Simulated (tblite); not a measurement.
Species: C6H13O (doublet state).
Z-matrix (Å and degrees, GFN2-xTB geometry), rows numbered from 1:
```
C 
C   1  1.5292
C   2  1.5280  1  109.54
C   2  1.5288  1  109.62  3   120.53
C   2  1.5637  1  108.26  3  -119.72
C   5  1.4737  2  115.69  1  -179.62
O   6  1.3726  5  121.88  2    85.71
H   1  1.0879  2  110.42  3   -61.37
H   1  1.0877  2  110.67  3    58.51
H   1  1.0881  2  110.88  3   178.70
H   3  1.0881  2  110.32  1    58.31
H   3  1.0868  2  110.54  1   178.17
H   3  1.0880  2  110.68  1   -61.62
H   4  1.0875  2  110.68  1   179.12
H   4  1.0892  2  110.78  1    58.28
H   4  1.0880  2  110.30  1   -61.31
H   5  1.0931  2  107.29  1    58.54
H   5  1.0961  2  107.34  1   -57.32
H   6  1.0728  5  123.08  2   -75.81
H   7  0.9647  6  108.72  5    12.57
```

Computed values, GFN2-xTB/tblite, gas phase, harmonic and unscaled. Errors from tens to a few hundred cm⁻¹ against measured bands are possible. One conformer, not necessarily the lowest. Open shells enter through the occupations alone, without spin polarisation, and single modes of such species can be off by tens of per cent.

Harmonic wavenumbers (cm⁻¹): 63.1, 104.3, 187.2, 225.3, 239.8, 261.5, 290.4, 300.3, 345.1, 389.6, 411.0, 438.4, 483.0, 517.8, 766.7, 895.8, 915.5, 961.7, 965.4, 968.2, 1015.8, 1036.2, 1045.3, 1108.0, 1190.2, 1224.5, 1229.9, 1251.1, 1299.1, 1313.7, 1372.5, 1406.5, 1408.2, 1429.4, 1466.5, 1492.6, 1495.7, 1498.7, 1507.6, 1512.0, 1516.3, 2921.1, 2954.2, 3012.3, 3023.1, 3025.5, 3026.3, 3031.7, 3032.7, 3037.8, 3040.3, 3046.2, 3149.3, 3520.4.

A = 4032, B = 1657, C = 1608 MHz; mass 101.097 u (most abundant isotopes); point group C1, symmetry number 1; spin multiplicity 2.

What is the zero-point energy?

½Σν̃ = 38685 cm⁻¹ = 110.61 kcal/mol.

Give the ideal-gas entropy at 298.15 K and 1 bar in the rigid-rotor, harmonic-oscillator model (classical rotation).

Translation 39.78, rotation 27.79, vibration 25.00, spin (R ln 2) 1.38: S = 94.0 cal/(mol K).

And Cp and H(298.15 K) − H(0)?

Cp = 37.07 cal/(mol K), of which vibrations give 29.12 (their classical limit is 54 R = 107.3); H(298.15 K) − H(0) = 6.61 kcal/mol without the zero-point energy, 4.24 from vibrations.

What must be added to the electronic energy to get the Gibbs energy at 298.15 K and 1 bar?

ZPE + [H(298.15 K) − H(0)] − T·S = 110.61 + 6.61 − 28.01 = 89.21 kcal/mol.

Blend soft modes into free rotors: weight 1/[1 + (100 cm⁻¹/ν̃)⁴] for the oscillator and the rest for a rotor with moment μB/(μ + B), μ = h/(8π²ν), B = 10⁻⁴⁴ kg m². What vibrational entropy results?

23.88 cal/(mol K) in place of 25.00, which changes −T·S at 298.15 K by +0.34 kcal/mol.

Hindered rotation and anharmonicity are outside this model. Other conformers, if any are populated, would add a mixing term that is left out. The structure is chiral; the term R ln 2 for an equal mix with its mirror image is left out.

Time: 0.43 s of wall time. Hardware: one thread, Intel Xeon 6975P-C (x86_64), shared host with 192 logical CPUs at a one-minute load of 9.0. The figure is for the frequency step alone.
